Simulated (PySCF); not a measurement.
How methods differ on the excitation energy of Ir²⁺

Ir²⁺ [Xe] 4f14 5d7 (4F) → Ir²⁺ [Xe] 4f14 5d6 6s1 (6D), as a difference of total energies. Computed with PySCF 2.14 in x2c-TZVPPall (11s7p7d3f1g, 97 functions), with the spin-free X2C one-electron Hamiltonian (Gaussian nucleus). Correlated levels: valence: [Xe] 4f14 frozen. The calculations carry no spin-orbit coupling.

```csv
method,excitation energy (eV)
UHF,1.466
MP2 (valence),1.926
SCS-MP2 (valence),2.411
CCSD (valence),1.936
CCSD(T) (valence),1.967
```

Problem. How much does correlation contribute at CCSD(T) (valence)?

Solution. 1.967 − (1.466) = 0.501 eV, measured against UHF.

A first-order spin-orbit estimate (lowest level to lowest level, LS coupling) adds 0.240 eV.

The basis was made for the ground configuration and has no added diffuse functions, so the excitation energy can come out too high.
